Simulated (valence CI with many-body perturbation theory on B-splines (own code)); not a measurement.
Pb⁶⁷⁺: calculated level list

Method: configuration interaction combined with many-body perturbation theory (CI+MBPT): five valence electrons over a frozen Dirac-Fock core [Ne], a basis of 11 s, 11 p, 10 d, 8 f, 5 g, 2 h functions for each j, with the one-electron correlation potential Σ1, the two-electron term Σ2, the three-electron term Σ3, Breit, model QED; selected CI, second order for the rest, scaled by the run's own slope (own B-spline code, finite nucleus).

The last digits are not significant, and no measured levels were compared; by estimate large intervals hold to a few tenths of a per cent, small ones and those within an open d or f shell to about a per cent. Among the levels kept, up to 3300 cm⁻¹ of a level comes from second order outside the variational space, and about a tenth of that is noise between levels of different J, which matters for small intervals.

Levels 91 to 135 of 169, with energies above the lowest level, (3s^2 3p1/2^2 3p3/2) J=3/2. "Leading %" is the weight of the configuration and term that name the level; weights of strongly mixed levels are sums over their largest components and can fall short, so below about 35 % the name and the second component can differ from the true leading terms, or belong to a minority configuration. In the jj column 3d3/2^4 stands for four electrons in 3d with j = 3/2. Lifetimes count E1, E2, E3, M1 and M2 decay at the calculated energies, and are blank where another channel may lead or the interval is too uncertain; long ones can be off by a factor of two.

| No. | Configuration | Term | J | E (Ry) | Leading % | Lifetime | g | Leading jj |
| --- | --- | --- | --- | --- | --- | --- | --- | --- |
| 91 | 3s3p³3d | ²G° | 9/2 | 119.26 | 46 | 596 fs | 1.145 | 3s 3p1/2 3p3/2^2 3d3/2 (98 %) |
| 92 | 3s3p²3d² | ²D | 3/2 | 119.45 | 25 | 996 fs | 1.063 | 3s 3p1/2^2 3d5/2^2 (97 %) |
| 93 | 3s3p³3d | ⁴F° | 3/2 | 119.92 | 44 | 229 fs | 0.791 | 3s 3p1/2 3p3/2^2 3d3/2 (89 %) |
| 94 | 3s3p³3d | ⁴D° | 7/2 | 120.59 | 28 | 197 fs | 1.211 | 3s 3p1/2 3p3/2^2 3d3/2 (86 %) |
| 95 | 3s3p³3d | ⁴D° | 5/2 | 120.65 | 24 | 157 fs | 1.310 | 3s 3p1/2 3p3/2^2 3d3/2 (94 %) |
| 96 | 3s3p³3d | ⁴D° | 1/2 | 120.87 | 53 | 197 fs | 0.550 | 3s 3p1/2 3p3/2^2 3d3/2 (82 %) |
| 97 | 3s3p²3d² | ⁴P | 1/2 | 121.05 | 43 | 876 fs | 1.991 | 3s 3p1/2^2 3d5/2^2 (97 %) |
| 98 | 3s3p³3d | ⁴P° | 3/2 | 121.45 | 29 | 112 fs | 1.409 | 3s 3p1/2 3p3/2^2 3d3/2 (88 %) |
| 99 | 3s3p³3d | ⁴F° | 3/2 | 121.83 | 29 | 121 fs | 0.916 | 3s 3p1/2 3p3/2^2 3d3/2 (93 %) |
| 100 | 3s3p³3d | ²F° | 5/2 | 121.92 | 28 | 146 fs | 1.036 | 3s 3p1/2 3p3/2^2 3d3/2 (97 %) |
| 101 | 3s3p³3d | ²G° | 7/2 | 121.97 | 60 | 120 fs | 1.026 | 3s 3p1/2 3p3/2^2 3d3/2 (95 %) |
| 102 | 3s3p³3d | ²F° | 5/2 | 122.29 | 32 | 121 fs | 1.016 | 3s 3p1/2 3p3/2^2 3d3/2 (94 %) |
| 103 | 3s3p³3d | ²F° | 5/2 | 123.76 | 16 | 99.9 fs | 1.016 | 3s 3p1/2 3p3/2^2 3d3/2 (73 %) |
| 104 | 3s3p³3d | ²P° | 3/2 | 123.80 | 17 | 120 fs | 1.238 | 3s 3p1/2 3p3/2^2 3d3/2 (81 %) |
| 105 | 3s3p³3d | ²P° | 1/2 | 123.95 | 44 | 84.5 fs | 0.598 | 3s 3p1/2 3p3/2^2 3d3/2 (95 %) |
| 106 | 3p⁵ | ²P° | 3/2 | 124.32 | 13 | 77.3 fs | 1.053 | 3s 3p1/2 3p3/2^2 3d3/2 (51 %) |
| 107 | 3s3p³3d | ²P° | 1/2 | 124.42 | 22 | 76.6 fs | 1.061 | 3s 3p1/2 3p3/2^2 3d3/2 (82 %) |
| 108 | 3s3p³3d | ⁶D° | 9/2 | 126.18 | 45 | 869 fs | 1.358 | 3s 3p1/2 3p3/2^2 3d5/2 (97 %) |
| 109 | 3s3p³3d | ⁴D° | 7/2 | 126.54 | 46 | 640 fs | 1.365 | 3s 3p1/2 3p3/2^2 3d5/2 (95 %) |
| 110 | 3s²3p3d² | ²G° | 7/2 | 127.20 | 32 | 79.8 fs | 1.028 | 3s^2 3p3/2 3d3/2^2 (85 %) |
| 111 | 3s²3p3d² | ⁴D° | 1/2 | 127.73 | 38 | 72.9 fs | 0.368 | 3s^2 3p3/2 3d3/2^2 (60 %) |
| 112 | 3s²3p3d² | ⁴F° | 5/2 | 127.77 | 23 | 60.3 fs | 1.004 | 3s^2 3p3/2 3d3/2^2 (66 %) |
| 113 | 3s²3p3d² | ⁴D° | 3/2 | 128.11 | 19 | 55.7 fs | 0.974 | 3s^2 3p3/2 3d3/2^2 (58 %) |
| 114 | 3s3p³3d | ⁴G° | 11/2 | 128.19 | 97 | 1.08 ps | 1.255 | 3s 3p1/2 3p3/2^2 3d5/2 (97 %) |
| 115 | 3s3p³3d | ⁴F° | 9/2 | 128.31 | 60 | 831 fs | 1.245 | 3s 3p1/2 3p3/2^2 3d5/2 (96 %) |
| 116 | 3s3p³3d | ⁴D° | 1/2 | 128.48 | 28 | 240 fs | 1.037 | 3s 3p1/2 3p3/2^2 3d5/2 (78 %) |
| 117 | 3s3p³3d | ⁴D° | 5/2 | 129.45 | 39 | 449 fs | 1.322 | 3s 3p1/2 3p3/2^2 3d5/2 (93 %) |
| 118 | 3s²3p3d² | ²P° | 3/2 | 129.66 | 25 | 59.1 fs | 1.340 | 3s^2 3p3/2 3d3/2^2 (74 %) |
| 119 | 3s3p³3d | ⁴D° | 3/2 | 129.97 | 34 | 343 fs | 1.194 | 3s 3p1/2 3p3/2^2 3d5/2 (95 %) |
| 120 | 3s3p³3d | ²S° | 1/2 | 130.00 | 41 | 305 fs | 1.434 | 3s 3p1/2 3p3/2^2 3d5/2 (87 %) |
| 121 | 3s3p³3d | ²F° | 7/2 | 130.15 | 52 | 461 fs | 1.124 | 3s 3p1/2 3p3/2^2 3d5/2 (87 %) |
| 122 | 3s3p³3d | ⁴D° | 5/2 | 130.25 | 31 | 332 fs | 1.312 | 3s 3p1/2 3p3/2^2 3d5/2 (86 %) |
| 123 | 3s3p³3d | ²P° | 3/2 | 130.93 | 45 | 281 fs | 1.375 | 3s 3p1/2 3p3/2^2 3d5/2 (82 %) |
| 124 | 3s3p³3d | ⁴D° | 7/2 | 130.98 | 23 | 244 fs | 1.221 | 3s 3p1/2 3p3/2^2 3d5/2 (82 %) |
| 125 | 3s3p³3d | ²G° | 9/2 | 131.08 | 52 | 288 fs | 1.128 | 3s 3p1/2 3p3/2^2 3d5/2 (72 %) |
| 126 | 3s3p³3d | ⁴D° | 5/2 | 131.28 | 29 | 251 fs | 1.189 | 3s 3p1/2 3p3/2^2 3d5/2 (84 %) |
| 127 | 3s3p³3d | ²D° | 5/2 | 131.92 | 34 | 432 fs | 1.171 | 3s 3p1/2 3p3/2^2 3d5/2 (91 %) |
| 128 | 3s3p³3d | ⁴D° | 7/2 | 132.10 | 36 | 141 fs | 1.228 | 3s 3p1/2 3p3/2^2 3d5/2 (97 %) |
| 129 | 3s3p³3d | ²P° | 3/2 | 132.41 | 34 | 327 fs | 1.070 | 3s 3p1/2 3p3/2^2 3d5/2 (84 %) |
| 130 | 3s3p³3d | ²F° | 7/2 | 132.41 | 43 | 244 fs | 1.189 | 3s 3p1/2 3p3/2^2 3d5/2 (83 %) |
| 131 | 3s3p³3d | ²D° | 5/2 | 132.64 | 36 | 265 fs | 1.133 | 3s 3p1/2 3p3/2^2 3d5/2 (89 %) |
| 132 | 3s3p³3d | ²S° | 1/2 | 133.10 | 26 | 263 fs | 1.196 | 3s 3p1/2 3p3/2^2 3d5/2 (75 %) |
| 133 | 3s3p³3d | ²D° | 3/2 | 133.54 | 39 | 140 fs | 1.086 | 3s 3p1/2 3p3/2^2 3d5/2 (86 %) |
| 134 | 3s3p³3d | ²D° | 5/2 | 134.09 | 24 | 139 fs | 1.092 | 3s 3p1/2 3p3/2^2 3d5/2 (81 %) |
| 135 | 3s3p³3d | ²D° | 3/2 | 134.13 | 26 | 185 fs | 1.191 | 3s 3p1/2 3p3/2^2 3d5/2 (76 %) |
